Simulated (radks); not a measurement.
Species: Os. Configuration: [Xe] 4f14 5d6 6s2. Method: scalar-relativistic Kohn-Sham, PBE, spin-polarised, spherical densities, point nucleus; open shells are filled with parallel spins first (spin-orbit coupling, left out, can overturn this in heavy ions); computed with a radial shooting solver on a logarithmic mesh with Libxc functionals.

Unscreened Slater integrals over Kohn-Sham orbitals (eV). They are taken over the spin-up orbitals.

F0(6s,6s): 8.4400
F0(6s,5d): 9.9362
G2(6s,5d): 2.6692
F0(6s,5p): 10.610
G1(6s,5p): 0.75253
F0(5d,5d): 13.865
F2(5d,5d): 7.0222
F4(5d,5d): 4.5835
F0(5d,5p): 16.345
F2(5d,5p): 7.7528
G1(5d,5p): 9.1067
G3(5d,5p): 5.5975
F0(5p,5p): 20.885
F2(5p,5p): 11.250

Derived for the open shells (J is the average intra-shell exchange parameter used in DFT+U). 5d: Racah B = F2/49 - 5 F4/441 = 0.09134 eV, C = 35 F4/441 = 0.3638 eV, C/B = 3.98, F4/F2 = 0.653, J = (F2 + F4)/14 = 0.8290 eV.
